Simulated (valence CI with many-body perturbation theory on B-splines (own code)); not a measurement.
# Ag14+: magnetic and hyperfine properties of the levels

Calculated by relativistic CI+MBPT: five valence electrons over a frozen Dirac-Fock core [Ar] 3d10, radial functions for each j: 11 s, 11 p, 10 d, 8 f, 5 g, 2 h, with the one-electron correlation potential Σ1 (screened to all orders), the two-electron term Σ2, the three-electron term Σ3, Breit, model QED; selected single and double excitations, second order for the rest (own B-spline code, finite nucleus).

No measured levels were compared; by estimate levels hold to about 250 cm⁻¹ or 0.2 % of their energy and the worst to 1 %, as in measured heavy ions of charge 2 to 7; those with d or f electrons hold less well. Among the levels kept, up to 2000 cm⁻¹ of a level comes from second order outside the variational space, and about a tenth of that is noise between levels of different J, which matters for small intervals.

A/g_I is the dipole constant over the nuclear g factor μ/I (μ in nuclear magnetons, uniformly magnetised nucleus), B/Q the quadrupole constant per barn. Both hold the static response of the core; the bare values leave it out. Large factors of s and p1/2 electrons are usually good to 5 to 10 %; those of open d and f shells near neutrality can be off by tens of per cent, and small factors of p3/2, d and f electrons come from cancelling terms and can be off by a factor of two or in sign, in half-filled shells by more. B is blank for J = 1/2, where it vanishes, and for nearly pure S terms. Energies count from the lowest level.

Names give the largest LS component (configuration and term), which can be under half, so a name can repeat, a term be missing and a line seem to break the LS rules; names also repeat where a configuration has a term twice. Letters in brackets count levels of one name in rising energy.

```
                Level  E (eV)      g  A/g_I (MHz)  A/g_I bare  B/Q (MHz/b)  B/Q bare
      4s2 4p3 4S°_3/2   0.000  1.685         4400        3910         5880      5490
      4s2 4p3 2D°_3/2   5.608  1.198         2550        2390         8990      8410
      4s2 4p3 2D°_5/2   7.625  1.199        14100       13300        -48.1     -39.5
      4s2 4p3 2P°_1/2  10.788  0.664        42100       39800                       
      4s2 4p3 2P°_3/2  15.787  1.250         7530        7050       -14900    -14000
        4s 4p4 4P_5/2  40.581  1.564        33300       31400         9800      9180
        4s 4p4 4P_3/2  44.530  1.635        18000       16900       -10300     -9600
        4s 4p4 4P_1/2  45.232  2.555        88600       83600                       
        4s 4p4 2D_3/2  50.136  0.966        -2450       -2290       -14500    -13500
        4s 4p4 2D_5/2  51.830  1.235        38300       36200       -22900    -21400
        4s 4p4 2S_1/2  56.453  1.532        45700       43200                       
        4s 4p4 2P_3/2  57.477  1.253         2050        1890         6070      5690
    4s2 4p2 4d 4F_3/2  61.509  0.582         3510        3500         2020      1840
    4s2 4p2 4d 4F_5/2  63.305  1.136         1190        1190         5450      5030
        4s 4p4 2P_1/2  63.548  1.165        81800       77400                       
4s2 4p2 4d 2F_5/2 [a]  65.854  0.947        10900       10300        -4790     -4500
    4s2 4p2 4d 4F_7/2  66.565  1.246         2490        2350         5360      4940
    4s2 4p2 4d 4D_1/2  67.015  0.128        21100       20200                       
    4s2 4p2 4d 4D_3/2  67.182  1.070         7740        7340        -6880     -6420
4s2 4p2 4d 2F_7/2 [a]  67.366  1.232         5790        5470         7630      7110
    4s2 4p2 4d 4F_9/2  68.662  1.275         6640        6260        -1400     -1390
    4s2 4p2 4d 4D_5/2  69.430  1.193         6690        6360        -6060     -5680
4s2 4p2 4d 2P_3/2 [a]  71.235  1.253        -4060       -3840          170       135
    4s2 4p2 4d 2G_7/2  72.709  1.090         7270        6890        12200     11300
    4s2 4p2 4d 4P_5/2  74.211  1.497         2190        2030        -58.4     -48.9
4s2 4p2 4d 2F_7/2 [b]  74.846  1.136         4810        4560         8300      7710
    4s2 4p2 4d 4P_3/2  74.854  1.430         4430        4180        -2990     -2790
    4s2 4p2 4d 4P_1/2  74.957  1.814        23000       21700                       
    4s2 4p2 4d 2G_9/2  76.156  1.169         4900        4660        19900     18500
4s2 4p2 4d 2D_3/2 [a]  76.583  0.985         7640        7260         5720      5330
4s2 4p2 4d 2P_1/2 [a]  77.250  1.299        -3910       -3940                       
4s2 4p2 4d 2D_5/2 [a]  78.683  1.161         4000        3790         5070      4720
4s2 4p2 4d 2D_3/2 [b]  80.388  0.988         6110        5770        -3940     -3670
4s2 4p2 4d 2P_1/2 [b]  80.441  0.948        -9370       -8770                       
4s2 4p2 4d 2F_5/2 [b]  81.456  1.095         4470        4270          732       657
4s2 4p2 4d 2D_5/2 [b]  82.329  1.187         3480        3350        16300     15200
4s2 4p2 4d 2F_7/2 [c]  84.226  1.133         6550        6180        -2420     -2290
    4s2 4p2 4d 2S_1/2  84.430  1.892        22200       21100                       
4s2 4p2 4d 2P_3/2 [b]  84.656  1.243         3230        3090        -3600     -3360
4s2 4p2 4d 2D_3/2 [c]  87.927  0.854         3970        3870         4520      4210
```

(1) Take the isotope of mass number 107, with I = 1/2, μ = -0.11352 μN. What is the hyperfine structure of 4s2 4p3 2P°_3/2?

Results:

(1) From the table A = -1710 MHz. Shifts from the centre of gravity in MHz: F = 1: 2140, F = 2: -1280.
